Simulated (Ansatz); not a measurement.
Redistribution: C4H3F3 + C2H3F3O → C4H4F2 + C2H2F4O

Species: C4H3F3 `FCC#CC(F)F`, singlet; C2H3F3O `FCOC(F)F`, singlet; C4H4F2 `CC#CC(F)F`, singlet; C2H2F4O (1,1′-oxybis[1,1-difluoromethane]) `FC(F)OC(F)F`, singlet. The partners trade F for H; both sit on C, so the bond types are kept.

Shapes, held fixed at every level: PBE0-D4/def2-TZVP. Flexible molecules stand in one conformer, not always the lowest. Programs: Ansatz 0.2.0. Electronic energies: no zero-point or thermal term.

```csv
level,kind,ΔE (kJ/mol),less CCSD(T)/CBS estimate
PBE-D4/def2-TZVPP,GGA,-63.8,-3.1
B3LYP-D4/def2-TZVPP,global hybrid,-59.0,+1.7
wB97X-V/def2-TZVPP,range-separated hybrid,-63.4,-2.7
B2PLYP/def2-TZVPP,double hybrid,-60.5,+0.2
MP2/def2-TZVPP,perturbation theory,-65.3,-4.6
CCSD(T)/def2-TZVPP,coupled cluster or CI,-62.5,-1.8
CCSD(T)/CBS estimate,coupled cluster or CI,-60.7,0.0
```

The highest level, CCSD(T)/CBS estimate, gives ΔE = -60.7 kJ/mol; the levels span -65.3 to -59.0. The column of differences is taken from that level and isn't an error. No measured value is set beside it here. The CBS estimate extrapolates MP2 from def2-TZVPP and def2-QZVPP and adds CCSD(T) − MP2 in the triple-zeta set, cores frozen.
